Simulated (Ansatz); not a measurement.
Input for Ansatz (an electronic-structure program): U-PBE0/def2-TZVPP on BeH-, 2S+1 = 3, a spin state set in the input, which need not be the lowest, a point of a bond scan (R = 1.397 Å). Charge -1.

Ansatz 0.2 input:
```yaml
crystal:
  periodic: [false, false, false]
  atoms:
    - {symbol: H, position_ang: [0.00000000, 0.00000000, 0.00000000]}
    - {symbol: Be, position_ang: [0.00000000, 0.00000000, 1.39655800]}
basis:
  gaussian:
    orbitals: def2-TZVPP
    pivot_positions_ang: [[0.00000000, 0.00000000, 0.00000000], [0.00000000, 0.00000000, 1.39655800]]
hamiltonian:
  xc: {name: PBE0}
total_charge: -1
magnetization: {spin_polarized: true, initial_magnetization: 2}
output: {forces: true, orbitals: {seedname: ./end}}
```

The head of its log:

```
WARN ansatz: RAYON_NUM_THREADS=2 ignored (pool sized by the plan → 2); use --threads N
Functional definition: PBE0
integrals: 0.00 GiB planned
200 factors; their error is unknown
mean field: 0.07 GiB planned
mean field evaluation 1: about -413.3526 eV, gradient 4.2e0 eV
mean field evaluation 2: about -413.6956 eV, gradient 1.7e0 eV
```

Problem. What total energy does the run end on?

Solution. -15.2047 hartree.
